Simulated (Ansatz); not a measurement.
Coupled-cluster diagnostics for SeF2, Ansatz.

Geometry of the singlet (r2SCAN-D4/def2-TZVP):

```xyz
3

Se    0.2129    0.0811   -0.7367
F     0.4712    1.0855    0.6593
F    -0.6842   -1.1666    0.0774
```

Correlated methods freeze 11 core orbitals; core or outer-core shells of Se are correlated, in sets that lack core-valence functions.

**Question.** Estimate the CCSD(T) correlation energy, the shares of MP2 and (T), T1 and the reference's ⟨S²⟩ for: charge 0, singlet, own geometry in def2-TZVPP; charge 0, singlet, own geometry in def2-TZVPD; charge 1, doublet, vertical in def2-TZVPP; charge -1, doublet, vertical in def2-TZVPD; and the rough time on 4 threads of Arm Neoverse V2 on a shared host.

**Answer.** 
```json
{"state": "charge 0, singlet, own geometry", "basis": "def2-TZVPP", "correlation (eV)": "-21.701", "MP2 share (%)": "96.5", "(T) share (%)": "3.3", "T1": "0.013", "⟨S²⟩ (pure)": "0.00 (0.00)", "wall time": "2.7 s"}
{"state": "charge 0, singlet, own geometry", "basis": "def2-TZVPD", "correlation (eV)": "-21.922", "MP2 share (%)": "96.5", "(T) share (%)": "3.4", "T1": "0.014", "⟨S²⟩ (pure)": "0.00 (0.00)", "wall time": "6 s"}
{"state": "charge 1, doublet, vertical", "basis": "def2-TZVPP", "correlation (eV)": "-21.219", "MP2 share (%)": "96.4", "(T) share (%)": "3.7", "T1": "0.021", "⟨S²⟩ (pure)": "0.77 (0.75)", "wall time": "9 s"}
{"state": "charge -1, doublet, vertical", "basis": "def2-TZVPD", "correlation (eV)": "-22.343", "MP2 share (%)": "96.6", "(T) share (%)": "3.4", "T1": "0.015", "⟨S²⟩ (pure)": "0.76 (0.75)", "wall time": "25 s"}
```
Customary marks for T1 are 0.02 (closed shells), 0.045 (open shells) and about 0.05 (3d metals). T1 exceeds 0.02 in 1 of 4 rows and 0.045 in 0; the higher it lies, the less the single-reference result can be trusted.
